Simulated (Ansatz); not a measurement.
The cluster Be₃S₂. The state is a triplet with charge 0. Geometry r2SCAN-D4/def2-TZVP.

```xyz
5

Be    0.9789    1.1397   -0.1670
Be   -0.7349   -0.1831   -0.3371
Be    0.8857   -0.6751    1.0221
S    -0.6472   -1.7490    0.7945
S    -0.4824    1.4676   -1.3125
```

At PBE0-D4/def2-TZVP a singlet of charge 0 lies 2.13 eV below the triplet, each at its own geometry. The structure comes from a short search, and lower isomers may exist.

**Question.** Estimate the α-spin orbital energies around the gap (eV) in Ansatz with HF/STO-3G, revPBE-D4/def2-TZVP, r2SCAN-D4/def2-TZVP, BHLYP-D4/def2-TZVP, ωB97M-V/def2-TZVP.

**Answer.** 
| orbital | HF/STO-3G | revPBE-D4/def2-TZVP | r2SCAN-D4/def2-TZVP | BHLYP-D4/def2-TZVP | ωB97M-V/def2-TZVP |
| --- | --- | --- | --- | --- | --- |
| HOMO−9 | -23.43 | -17.38 | -18.19 | -21.73 | -22.33 |
| HOMO−8 | -22.57 | -17.20 | -17.98 | -21.50 | -22.11 |
| HOMO−7 | -13.43 | -10.13 | -10.71 | -13.09 | -13.86 |
| HOMO−6 | -10.47 | -8.29 | -8.69 | -10.70 | -11.87 |
| HOMO−5 | -9.95 | -8.20 | -8.55 | -10.66 | -11.75 |
| HOMO−4 | -9.39 | -7.83 | -8.16 | -10.10 | -11.19 |
| HOMO−3 | -8.80 | -7.29 | -7.58 | -9.36 | -10.70 |
| HOMO−2 | -8.66 | -7.13 | -7.56 | -9.31 | -9.99 |
| HOMO−1 | -6.84 | -6.48 | -6.75 | -8.46 | -9.67 |
| HOMO | -4.19 | -4.04 | -4.25 | -5.28 | -6.21 |
| LUMO | 2.41 | -3.38 | -3.45 | -1.99 | -1.04 |
| LUMO+1 | 4.13 | -2.90 | -2.85 | -1.27 | -0.44 |
| LUMO+2 | 7.73 | -0.84 | -0.55 | 0.44 | 0.98 |
| LUMO+3 | 8.12 | -0.45 | -0.12 | 1.05 | 1.38 |
| LUMO+4 | 8.16 | -0.30 | 0.06 | 1.28 | 1.94 |
| LUMO+5 | 11.46 | 0.08 | 0.62 | 1.55 | 2.04 |
| β HOMO | -7.27 | -6.46 | -6.75 | -8.46 | -9.63 |
| β LUMO | 1.53 | -5.32 | -5.01 | -4.10 | -3.47 |
